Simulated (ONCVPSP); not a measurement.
# Scattering properties, ONCV potential for samarium (Sm)

```json
{
 "Element": "samarium",
 "Generator": "ONCVPSP 4.0.1",
 "Type": "optimised norm-conserving Vanderbilt (ONCV)",
 "Functional": "LDA (Perdew-Zunger)",
 "Relativity": "fully relativistic",
 "Frozen core": "[Kr] 4d10",
 "Valence charge": "16",
 "Reference configuration": "4f6 5s2 5p6 6s2",
 "Partial waves": "5s+6s: rc 1.95 bohr, ncon 4, nbas 8, qcut 6.5 1/bohr, 2 projectors; 5p: rc 1.70 bohr, ncon 4, nbas 8, qcut 4.7 1/bohr, 2 projectors, debl 3.1 Ha; d scattering state at 0.06 Ha: rc 1.30 bohr, ncon 4, nbas 8, qcut 7.2 1/bohr, local; 4f: rc 1.30 bohr, ncon 5, nbas 10, qcut 12.5 1/bohr, 1 projector",
 "Local potential": "the d channel",
 "Core correction": "none"
}
```

Open shells are filled in proportion to 2j + 1.

The phase is arctan(r·R′/R) of the radial function R(r), unwrapped; energies in Ha, scanned from -3 to 5 Ha. A pole is an energy at which the radial function vanishes at the test radius. The pseudo phase is shifted by a multiple of π to meet the all-electron one at the reference energy, and phase errors are pseudo minus all-electron; the curves can meet again beyond the range given. Levels narrower than the energy grid can be missing from the lists of poles.

| channel | radius (bohr) | reference energy (Ha) | poles, all-electron | poles, pseudo | unbroken range about the reference energy with phases within 0.05 rad | phase error 1 Ha above the reference energy (rad) |
| --- | --- | --- | --- | --- | --- | --- |
| s | 1.98 | -0.14 | -0.99 | -0.99 | the whole range | -0.000 |
| p3/2 | 1.73 | -0.82 | 1.20 | 1.20 | below 4.6 | -0.000 |
| p1/2 | 1.73 | -0.95 | 0.79 | 0.79 | below 4.4 | -0.000 |
| d5/2 | 1.32 | 0.06 | none | 4.18 | -1.3 to 0.4 | -0.162 |
| d3/2 | 1.32 | 0.06 | none | 4.18 | -2.2 to 0.1 | -0.039 |
| f7/2 | 1.32 | -0.09 | 0.73 | 1.01 | -0.4 to 0.7 | +0.069 |
| f5/2 | 1.32 | -0.11 | 0.69 | 0.97 | -0.4 to 0.6 | +0.070 |

Phases in the p1/2 channel:

| E (Ha) | all-electron | pseudo |
| --- | --- | --- |
| -2.98 | 1.032 | 1.031 |
| -2.54 | 0.854 | 0.853 |
| -2.10 | 0.482 | 0.481 |
| -1.66 | -0.243 | -0.244 |
| -1.22 | -0.899 | -0.899 |
| -0.78 | -1.216 | -1.217 |
| -0.34 | -1.377 | -1.377 |
| 0.10 | -1.473 | -1.473 |
| 0.54 | -1.540 | -1.540 |
| 0.98 | -1.593 | -1.593 |
| 1.42 | -1.639 | -1.639 |
| 1.86 | -1.685 | -1.685 |
| 2.30 | -1.735 | -1.735 |
| 2.74 | -1.795 | -1.795 |
| 3.18 | -1.876 | -1.877 |
| 3.62 | -2.003 | -2.007 |
| 4.06 | -2.238 | -2.253 |
| 4.50 | -2.743 | -2.804 |
| 4.94 | -3.539 | -3.638 |
